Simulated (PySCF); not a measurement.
CH3O2 (SMILES O=C[OH2+]), charge +1, singlet, geometry from GFN2-xTB; MP2/6-31+G* in PySCF.

PySCF was given this input:
```python
from pyscf import gto, scf, mp

mol = gto.M(
    atom='''
O     0.851809    0.788827    0.420931
C     0.516099   -0.173020   -0.103227
O    -0.998995   -0.451134   -0.171286
H     0.998297   -1.033837   -0.565574
H    -1.558831    0.301028    0.137339
H    -1.358567   -0.930619   -0.949564
''',
    basis='6-31+g*',
    charge=1,
    spin=0,
    verbose=4,
)

mf = scf.RHF(mol)
mf.kernel()

pt = mp.MP2(mf, frozen=3)
pt.kernel()
print('E(MP2) = %.10f' % pt.e_tot)
```

What the program printed (banner, timings and long lists left out):

```
PySCF version 2.14.0

[INPUT] verbose = 4
[INPUT] num. atoms = 6
[INPUT] num. electrons = 24
[INPUT] charge = 1
[INPUT] spin (= nelec alpha-beta = 2S) = 0
[INPUT] symmetry False subgroup None
[INPUT] Mole.unit = angstrom
[INPUT] Symbol           X                Y                Z      unit          X                Y                Z       unit  Magmom
[INPUT]  1 O      0.851809000000   0.788827000000   0.420931000000 AA    1.609685720440   1.490666989662   0.795444307339 Bohr   0.0
[INPUT]  2 C      0.516099000000  -0.173020000000  -0.103227000000 AA    0.975285763162  -0.326960414072  -0.195070758660 Bohr   0.0
[INPUT]  3 O     -0.998995000000  -0.451134000000  -0.171286000000 AA   -1.887826949810  -0.852519705480  -0.323683628972 Bohr   0.0
[INPUT]  4 H      0.998297000000  -1.033837000000  -0.565574000000 AA    1.886507920975  -1.953668787442  -1.068779963175 Bohr   0.0
[INPUT]  5 H     -1.558831000000   0.301028000000   0.137339000000 AA   -2.945763664482   0.568860475826   0.259533096222 Bohr   0.0
[INPUT]  6 H     -1.358567000000  -0.930619000000  -0.949564000000 AA   -2.567319551872  -1.758615036317  -1.794415897746 Bohr   0.0

nuclear repulsion = 75.6030364000882
number of shells = 30
number of NR pGTOs = 105
number of NR cGTOs = 60
basis = 6-31+g*
ecp = {}

******** <class 'pyscf.scf.hf.RHF'> ********
method = RHF
initial guess = minao
damping factor = 0
level_shift factor = 0
DIIS = <class 'pyscf.scf.diis.CDIIS'>
diis_start_cycle = 1
diis_space = 8
diis_damp = 0
SCF conv_tol = 1e-09
SCF conv_tol_grad = None
SCF max_cycles = 50
direct_scf = True
direct_scf_tol = 1e-13
Set gradient conv threshold to 3.16228e-05
Initial guess from minao.
init E= -189.769997039514
  HOMO = -0.420660769186603  LUMO = 0.028465461804799  gap/eV = 12.22135
cycle= 1 E= -188.867403833178  delta_E= 0.903  |g|= 0.752  |ddm|= 2.08
  HOMO = -0.717331042771751  LUMO = -0.173823763953539  gap/eV = 14.78959
cycle= 2 E= -188.94524141557  delta_E= -0.0778  |g|= 0.613  |ddm|= 1.01
  HOMO = -0.775377432510368  LUMO = -0.138784000680192  gap/eV = 17.32259
cycle= 3 E= -189.012905207611  delta_E= -0.0677  |g|= 0.0719  |ddm|= 0.436
  HOMO = -0.755341667758686  LUMO = -0.130448176174672  gap/eV = 17.00422
cycle= 4 E= -189.014725520992  delta_E= -0.00182  |g|= 0.0251  |ddm|= 0.0768
  HOMO = -0.762152337464888  LUMO = -0.128991024706873  gap/eV = 17.22920
cycle= 5 E= -189.015076026496  delta_E= -0.000351  |g|= 0.0109  |ddm|= 0.0386
  HOMO = -0.764092762411591  LUMO = -0.129408562509249  gap/eV = 17.27064
cycle= 6 E= -189.015163043359  delta_E= -8.7e-05  |g|= 0.0056  |ddm|= 0.0205
  HOMO = -0.764556432906706  LUMO = -0.129248812836943  gap/eV = 17.28760
cycle= 7 E= -189.015189473335  delta_E= -2.64e-05  |g|= 0.00178  |ddm|= 0.0138
  HOMO = -0.765216676006223  LUMO = -0.129234192579973  gap/eV = 17.30596
cycle= 8 E= -189.015191597814  delta_E= -2.12e-06  |g|= 0.000267  |ddm|= 0.00454
  HOMO = -0.765221256435365  LUMO = -0.129231908229578  gap/eV = 17.30615
cycle= 9 E= -189.015191637252  delta_E= -3.94e-08  |g|= 4.79e-05  |ddm|= 0.000561
  HOMO = -0.765219744691785  LUMO = -0.129232964413142  gap/eV = 17.30608
cycle= 10 E= -189.015191638486  delta_E= -1.23e-09  |g|= 1.4e-05  |ddm|= 7.2e-05
  HOMO = -0.765219400310589  LUMO = -0.129233769519435  gap/eV = 17.30605
cycle= 11 E= -189.015191638615  delta_E= -1.29e-10  |g|= 3.56e-06  |ddm|= 2.5e-05
  HOMO = -0.76521952264813  LUMO = -0.129233709792107  gap/eV = 17.30606
Extra cycle  E= -189.015191638626  delta_E= -1.11e-11  |g|= 2.15e-06  |ddm|= 5.13e-06
converged SCF energy = -189.015191638626

******** <class 'pyscf.mp.mp2.RMP2'> ********
nocc = 9, nmo = 57
frozen orbitals 3
E(RMP2) = -189.496912762059  E_corr = -0.481721123432303
E(SCS-RMP2) = -189.482258110684  E_corr = -0.467066472057881
E_corr(same-spin) = -0.128075626224095
E_corr(oppo-spin) = -0.353645497208208
E(MP2) = -189.4969127621
```
